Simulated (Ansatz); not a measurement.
Species: Au2, net charge 0, singlet state. 
Structure (B3LYP-D3(BJ)/def2-TZVP (Ansatz, a first-principles code) minimum search):
```
Au
Au 1 2.5537
```
Charge 0, spin multiplicity 1.

Question: Give the harmonic wavenumbers at B3LYP-D3(BJ)/def2-TZVP (Ansatz, finite differences of forces, unscaled).

Answer: 167 cm⁻¹. Zero-point energy 0.2 kcal/mol.

Question: From these and the geometry, give the ideal-gas thermochemistry at 298.15 K and 1 atm (rigid rotor, harmonic oscillator).

Answer: Point group D∞h, rotational symmetry number 2. Rotational constants 0.7869, 0.7869 GHz. S(trans) 43.80, S(rot) 18.44, S(vib) 2.47, S(elec, spin only) 0.00, S 64.7 cal/(mol K). H(298) - H(0) 2.46 kcal/mol; G - E(el) -16.6 kcal/mol.
